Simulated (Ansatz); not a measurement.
Born–Oppenheimer molecular dynamics of CH3Au (5 atoms, charge 0, multiplicity 1). It starts from a relaxed structure.

Method: Ansatz, RKS PBE0-D4/def2-SVP.

```yaml
ensemble: NVE (velocity Verlet)
time_step: 0.5 fs
steps_asked: 150
starting_velocities_drawn_for: 500 K
seed: 301543
```

First frame:

```xyz
5
Properties=species:S:1:pos:R:3
C -0.173 0.029 -0.072
Au 1.680 -0.417 0.571
H -0.892 -0.410 0.634
H -0.296 -0.400 -1.076
H -0.268 1.124 -0.098
```

(1) How far do the bonds stretch over the last three quarters of this one trajectory? (Pairs bonded in most of those frames.)

## Answers

(1) 
```csv
bond,mean (Å),spread (Å),shortest,longest
C1–Au2,2.024,0.051,1.94,2.09
C1–H3,1.102,0.036,1.05,1.16
C1–H4,1.101,0.017,1.07,1.13
C1–H5,1.101,0.026,1.06,1.14
```

Mean temperature of the second half: 242 K. The conserved energy stayed within 0.39 meV per atom of its start (net change 0.32 meV per atom), so the integration is sound. Over the second half the temperature averaged 0.48 of the 500 K drawn at the start: a run that starts near a minimum puts about half its kinetic energy into the potential. A run of 0.075 ps of so small a system gives no equilibrium averages.

Run time: 3.5 min on 1 thread of Arm Neoverse V1, on a shared host, peak memory 0.099 GiB.
